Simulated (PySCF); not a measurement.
Some computed properties have been withheld. Give your best values.

Species: 1-methoxy-1,3-cyclohexadiene, C7H10O.
SMILES with atom numbers: `[CH3:1][O:2][C:3]1=[CH:4][CH:5]=[CH:6][CH2:7][CH2:8]1` (hydrogens: H9, H10, H11 on C1; H12 on C4; H13 on C5; H14 on C6; H15, H16 on C7; H17, H18 on C8)

Conformer (atom-mapped SMILES and torsion angles): `[CH3:1][O:2][C:3]1=[CH:4][CH:5]=[CH:6][CH2:7][CH2:8]1`: C1–O2–C3–C4 1°.

| property | level | value |
| --- | --- | --- |
| point group of the GFN2-xTB geometry | GFN2-xTB | ? |
| rotational constants A, B, C of the GFN2-xTB geometry | GFN2-xTB | 4.558, 1.503, 1.176 GHz |
| dipole moment | PBE0/def2-SVPD | ? |
| HOMO energy | PBE0/def2-SVPD | -5.67 eV |
| LUMO energy | PBE0/def2-SVPD | -0.29 eV |
| lowest singlet excitation | TDDFT PBE0/def2-SVPD | 4.69 eV (265 nm, f = 0.185) |
| lowest triplet excitation (Tamm–Dancoff) | TDA PBE0/def2-SVPD | 2.89 eV |
| static isotropic polarisability | PBE0/def2-SVPD | 86.8 au |
| electronic spatial extent ⟨r²⟩ about the centre of nuclear charge | PBE0/def2-SVPD | ? |
| 13C chemical shifts (computed TMS as zero) by class | GIAO PBE0/pcSseg-1 | ? |
| 1H chemical shifts (computed TMS as zero) by class | GIAO PBE0/pcSseg-1 | ? |
| isotropic shieldings of nuclei other than C and H, by class | GIAO PBE0/pcSseg-1 | ? |

Electronic properties: PySCF, gas phase, density fitting. NMR classes are plain means over equivalent atoms (diastereotopic ones count apart unless rotation or inversion swaps them), as if these changed places fast; in this geometry the members of some classes differ.

Task: What is the point group of the GFN2-xTB geometry?

Result: C1.

Task: The electronic spatial extent ⟨r²⟩ about the centre of nuclear charge?

Result: 1034 bohr².

Task: What are the isotropic shieldings of nuclei other than C and H, by class?

Result: 210 (O2) ppm.

Task: What is the dipole moment?

Result: 0.85 D.

Task: The 13C chemical shifts (computed TMS as zero) by class?

Result: 168.1 (C3), 132.1 (C5), 123.8 (C6), 96.8 (C4), 55.6 (C1), 30.9 (C8), 27.5 (C7) ppm.

Task: What are the 1H chemical shifts (computed TMS as zero) by class?

Result: 6.20 (H13), 5.60 (H14), 4.93 (H12), 3.74 (H9/H10/H11), 2.29 (H17/H18), 2.26 (H15/H16) ppm.

The polarisability is 12.86 Å³ as a volume (1 au = 0.148185 Å³), or 1.45 au for each of the 60 electrons. In wavenumbers S1 is 37800 cm⁻¹ (1 eV = 8065.54 cm⁻¹). In atomic units the dipole is 0.34 e·bohr (1 au = 2.5417 D). The largest Löwdin shares of the HOMO are 0.21 on C6, 0.20 on C4, 0.16 on C3 and 0.14 on C5.

One conformer stands for the species.
